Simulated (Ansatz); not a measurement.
Reaction (ligand exchange at the In–O bond): `C[O][In]([Cl])[Cl]` + H₂Se → `[Cl][In]([Cl])[SeH]` + CH₃OH

Gas-phase electronic energies from Ansatz, PBE0-D4/def2-TZVP geometries. CCSD(T)/CBS adds triple-zeta CCSD(T) − MP2 to the extrapolated MP2 energy (def2 sets, frozen cores). This one scheme is used for every species. DFT in def2-TZVPP. def2 core potentials past Kr. For In, Se outer-core shells are correlated without core-valence functions, which leaves a few kJ/mol of doubt a bond. Scalar relativity is left out up to krypton. One conformer a species, not always the lowest.

| level | ΔE (kcal/mol) |
| --- | --- |
| BLYP-D4 | -20.8 |
| B97M-V | -20.9 |
| LC-ωPBE | -22.1 |
| RPA@PBE/def2-TZVPP | -20.3 |

(1) What does CCSD(T)/CBS give? (An estimate is asked.)

Largest T1 diagnostic among the species: 0.015.

## Answers

(1) The calculation gave: -22.5 kcal/mol. The listed levels differ from it by 1.7, 1.6, 0.4, 2.2 kcal/mol.

From BLYP to BHLYP (50 % exact exchange), in def2-TZVPP and without D4, ΔE moves by −3.2 kcal/mol. In def2-TZVPP, CCSD(T) changes the Hartree–Fock value by +3.1 kcal/mol (the triples alone add +0.6 kcal/mol) and MP2 by +1.8 kcal/mol. Leaving LDA and LC-ωPBE aside and taking each functional with its dispersion term where it has one, the values, not all of them listed here, spread over 4.1 kcal/mol, from HSE06-D4 to BLYP-D4.
